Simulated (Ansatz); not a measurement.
Consider the redistribution: `CO[SiH](F)[O][GeH3]` + `CO[SiH](O)Cl` → `CO[SiH](F)OC` + `O[SiH](Cl)[O][GeH3]`.

Program: Ansatz. Geometries: PBE0-D4/def2-TZVP. ΔE: electronic, gas phase. CCSD(T)/CBS adds triple-zeta CCSD(T) − MP2 to the extrapolated MP2 energy (def2 sets, frozen cores). Functionals use def2-TZVPP. B3LYP here is the variant with VWN-RPA as its local correlation; programs differ in this. For Ge outer-core shells are correlated without core-valence functions, which leaves a few kJ/mol of doubt a bond. Scalar relativity is left out up to krypton. Each species was taken in one conformer, which may not be the lowest.

| level | ΔE (kcal/mol) | difference from CCSD(T)/CBS |
| --- | --- | --- |
| PBE-D4 | 0.2 | -0.1 |
| r2SCAN-D4 | 0.3 | 0.0 |
| PBE0-D4 | 0.2 | -0.1 |
| B3LYP-D4 | 0.1 | -0.2 |
| ωB97X-V | 0.2 | -0.1 |
| ωB97M-V | 0.2 | -0.1 |
| B2PLYP | 0.3 | 0.0 |
| PBE | 0.3 | 0.0 |
| r2SCAN | 0.3 | 0.0 |
| PBE0 | 0.3 | 0.0 |
| B3LYP | 0.2 | -0.1 |
| HF/def2-TZVPP | 0.1 | -0.2 |
| MP2/def2-TZVPP | 0.3 | 0.0 |
| SCS-MP2/def2-TZVPP | 0.3 | 0.0 |
| CCSD/def2-TZVPP | 0.3 | 0.0 |
| CCSD(T)/def2-TZVPP | 0.3 | 0.0 |
| HF/def2-QZVPP | 0.1 | -0.2 |
| MP2/def2-QZVPP | 0.3 | 0.0 |
| SCS-MP2/def2-QZVPP | 0.2 | -0.1 |
| HF/CBS(def2) | 0.1 | -0.2 |
| MP2/CBS(def2) | 0.3 | 0.0 |
| CCSD/CBS(def2) | 0.2 | -0.1 |
| CCSD(T)/CBS | 0.3 | 0 |

Largest T1 diagnostic among the species: 0.012.
